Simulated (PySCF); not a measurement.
Method: PBE0-D3(BJ)/def2-TZVPD in PySCF 2.14.0. All species are isolated molecules in the gas phase. One relaxed conformer stands for a flexible species; it need not be the lowest. 

Reference species (SMILES): `[SiH3]N[SiH2-]` (not the most acidic site) (charge -1, multiplicity 1).

```json
{
  "HOMO": "-0.18 eV"
}
```

Changed species: `[SiH3][N-][SiH3]` (proton removed from N2; the reference has proton removed from Si1).

**Question.** What does the change do to the HOMO?

**Answer.** the HOMO decreases by 1.33 eV, to -1.51 eV.
